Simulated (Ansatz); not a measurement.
Coupled-cluster diagnostics for the cluster Cd₂S₂ (the lowest singlet isomer of a short search), Ansatz.

Geometry of the singlet (r2SCAN-D4/def2-SVP):

```xyz
4

Cd    0.1991    2.0192    1.1002
Cd   -0.1978   -2.0197   -1.0997
S     0.1773    0.5343   -1.0128
S    -0.1786   -0.5338    1.0124
```

In the def2 sets Cd takes a core potential; there is no spin–orbit coupling. Correlated methods freeze 10 core orbitals; core or outer-core shells of Cd are correlated, in sets that lack core-valence functions. At PBE0-D4/def2-TZVP a triplet of charge 0 lies 0.07 eV below the restricted singlet, each at its own geometry. The structure comes from a short search, and lower isomers may exist.

(1) Estimate the CCSD(T) correlation energy, the shares of MP2 and (T), T1 and the reference's ⟨S²⟩ for: charge 0, singlet, own geometry in def2-TZVP; and the rough time on 2 threads of Arm Neoverse V1 on a shared host.

Answers

(1) 
```csv
state,basis,correlation (eV),MP2 share (%),(T) share (%),T1,⟨S²⟩ (pure),wall time,remarks
"charge 0, singlet, own geometry",def2-TZVP,-37.942,99.5,3.9,0.014,0.00 (0.00),4.8 min,"flagged by the program, restricted SCF unstable"
```
Customary marks for T1 are 0.02 (closed shells), 0.045 (open shells) and about 0.05 (3d metals). T1 stays under 0.02 throughout.
